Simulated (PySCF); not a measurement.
Method: core-valence-separated Tamm–Dancoff BHandHLYP/aug-pcX-1 (pcseg-1 on H, def2-SVPD on Si) in PySCF, non-relativistic, gas phase, PBE0-D3(BJ)/def2-SVP geometry. BHandHLYP without relativity tends to put these K edges a few eV too low, so spacings mean more than positions.

Main lines of an unknown, eV (oscillator strength): C K: 286.1 (0.029), 286.6 (0.031), 286.9 (0.006), 287.0 (0.038), 287.1 (0.006); O K: 533.5 (0.012), 534.0 (0.006), 534.3 (0.020), 534.9 (0.003), 535.0 (0.004). Listed: the first five lines at most of each edge with a tenth or more of its strongest line's intensity; roots within 0.03 eV on the same or equivalent atoms are summed. Only the lowest roots were sought, and the top ones are left out.

Question: Which candidate gives them?
A. `CCO[Si@@H]([SiH3])[SiH2][SiH3]`
B. `COC[Si@@H]([SiH3])[SiH2][SiH3]`

Answer: B. 

- `COC[Si@@H]([SiH3])[SiH2][SiH3]`: C K: 286.1 (0.029), 286.6 (0.031), 286.9 (0.006), 287.0 (0.038), 287.1 (0.006); O K: 533.5 (0.012), 534.0 (0.006), 534.3 (0.020), 534.9 (0.003), 535.0 (0.004). First C line listed at 286.1 eV, hole on the sp3 carbon bound to oxygen; first O line listed at 533.5 eV, hole on the ether oxygen.
- `CCO[Si@@H]([SiH3])[SiH2][SiH3]`: C K: 285.4 (0.010), 286.1 (0.025), 286.2 (0.026), 286.6 (0.030), 286.7 (0.009); O K: 532.0 (0.012), 533.4 (0.009), 533.7 (0.010), 533.9 (0.001), 534.1 (0.012). First C line listed at 285.4 eV, hole on the methyl carbon; first O line listed at 532.0 eV, hole on the silyl ether oxygen.

One conformer each; other structures than these candidates weren't tested.

The values belong to the conformer `[CH3:1][O:2][CH2:3][Si@@H:4]([SiH3:5])[SiH2:6][SiH3:7]`: C1–O2–C3–Si4 -178°, O2–C3–Si4–Si5 -52°, C3–Si4–Si6–Si7 -37°.
